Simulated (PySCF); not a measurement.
A GIAO shielding run with PySCF 2.14 (density fitting, non-relativistic, gas phase) on SMILES [SH][K], HKS:

```
$ OMP_NUM_THREADS=1 python probes_run.py task.json out

{"job": {"kind": "nmr", "xc": "B97-2", "basis": "pcSseg-2", "pop": false}, "charge": 0, "multiplicity": 1}
S     -0.277046     0.612725    -0.721336
K      1.281293    -0.132640     1.509781
H     -0.995758    -0.519994    -0.802811
```

Hardware: 1 thread of an Arm Neoverse N1, shared host.

(1) How large is the calculation?

(2) How long does it take, and how much memory does it need?

(3) And these other runs on the same molecule and hardware: GIAO shielding at KT3/pcSseg-2; GIAO shielding at PBE0/pcSseg-2; GIAO shielding at wB97X-D/pcSseg-2?

Results:

(1) 36 electrons, 107 basis functions and 382 auxiliary functions.

(2) 4 s of wall time, with 12 SCF cycles and 4 response iterations; peak memory 0.41 GiB. Times on a shared host scatter by some tens of per cent.

(3) KT3/pcSseg-2: 107 functions, 5.7 s; PBE0/pcSseg-2: 107 functions, 7.6 s; wB97X-D/pcSseg-2: 107 functions, 5.4 s.
